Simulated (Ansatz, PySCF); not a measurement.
Molecule: InI (charge +1, doublet). 
Structure (B3LYP-D3(BJ)/def2-TZVP (Ansatz, an electronic-structure program) minimum search):
```
In
I 1 3.3782
```
Charge +1, spin multiplicity 2.

Total electronic energies in hartree. Valence correlation only, unless marked. Open shells are spin-unrestricted. No spin-orbit coupling. The frozen core is the preceding noble-gas configuration, with the filled d and f shells of earlier blocks. In def2 rows, elements after Kr have scalar-relativistic effective core potentials. STO-3G rows are all-electron and non-relativistic. CBS marks a two-point X^-3 extrapolation of the correlation energy; Hartree-Fock from the larger set.

| level | program | energy (Eh) |
|---|---|---|
| HF/def2-QZVPP | Ansatz | -485.68674 |
| RI-HF/def2-QZVPPD | Ansatz | -485.68674 |
| BLYP-D4/def2-TZVPD | Ansatz + dftd4 | -487.52854 |
| BLYP/def2-TZVPD | Ansatz | -487.52485 |
| BP86-D3(BJ)/def2-TZVPD | PySCF + dftd3 | ? |
| LC-wPBE-D3(BJ)/def2-TZVPD | Ansatz + dftd3 | -487.65697 |
| CCSD/STO-3G | Ansatz | -12533.46057 |
| CCSD/CBS(def2-TZVPPD,def2-QZVPPD) | Ansatz | -485.8853 |
| CCSD(T)/CBS(def2-TZVPPD,def2-QZVPPD) | Ansatz | -485.8930 |

Task: What belongs in the gaps?

Result: 
- BP86-D3(BJ)/def2-TZVPD, energy (Eh): -487.85871
